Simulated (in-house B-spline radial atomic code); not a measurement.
# RPA and G0W0 on PBEsol: the barium ion Ba⁺

Configuration [Xe] 6s1, highest spin, mean-field start PBEsol. Computed with a B-spline radial code for spherical atoms: all electrons, scalar-relativistic (spin-free one-electron X2C), finite nucleus, each spin shell either full or empty, empty states to l = 9 with an (l + 1/2)⁻⁴ tail; G0W0 by contour deformation at full frequency.

RPA overbinds a lone outer s electron by self-correlation, and G0W0 tends to as well.

Command:
```bash
python run_gw.py task.json out
```
Settings (radii: box in bohr, nucleus in fm):
```
Z                        56
electrons                55
configuration            [Xe] 6s1
hamiltonian              x2c
method                   pbesol
lmax                     9
rms_radius               4.8378
spin_polarised           True
box_radius               23.78
intervals                70
ion_configuration        [Kr] 4d10 5s2 5p6
```

Cost of the run: 10 s on 1 thread of Arm Neoverse V1, with other jobs on the host.

Energies (hartree):

```tsv
term	value
mean-field total	-8130.85302
Hartree-Fock functional on these orbitals	-8131.47985
direct second order	-5.0656
second-order exchange	1.3835
SOSEX correction	1.2755
```

(1) What is the RPA correlation energy, and what remains with SOSEX?

Quasi-particle levels (eV):

```json
{"level": "6s up", "occupied": "yes", "mean field": "-7.910", "Σx - vxc": "-1.42", "Σc": "?", "QP weight": "?", "G0W0": "?"}
{"level": "5d up", "occupied": "no", "mean field": "-7.287", "Σx - vxc": "4.88", "Σc": "-2.17", "QP weight": "0.769", "G0W0": "-4.573"}
```

G0W0 = mean field + (Σx - vxc) + Σc, with Σc (partial-wave tail included) taken at the quasi-particle energy. Only the outer levels were computed. Levels of low weight are left out.

(2) Where does G0W0 put 6s up?

(3) What does it cost to remove one electron (to [Kr] 4d10 5s2 5p6) by differences of total energies, each species on its own start (correlation terms add to the Hartree-Fock functional)?

Answers

(1) RPA gives -4.3898 hartree (-2.17 eV per electron); RPA + SOSEX gives -3.1143, and the second-order doubles -3.682 hartree (no singles). RPA lacks exchange-type terms and so overcorrelates at short range.

(2) At -10.462 eV, with Σc = -1.13 eV and a quasi-particle weight of 0.882. The tabulated removal energy is 10.004 eV (NIST, measured); the calculation leaves out spin-orbit coupling, Breit and QED terms, and what these don't explain is the method's own error.

(3) PBEsol 10.083 eV, Hartree-Fock functional 9.324 eV, + RPA 10.579 eV, + RPA + SOSEX 9.922 eV, + second order 10.525 eV. Tabulated: 10.004 eV (NIST, measured); the calculation leaves out spin-orbit coupling, Breit and QED terms, and what these don't explain is the method's own error.
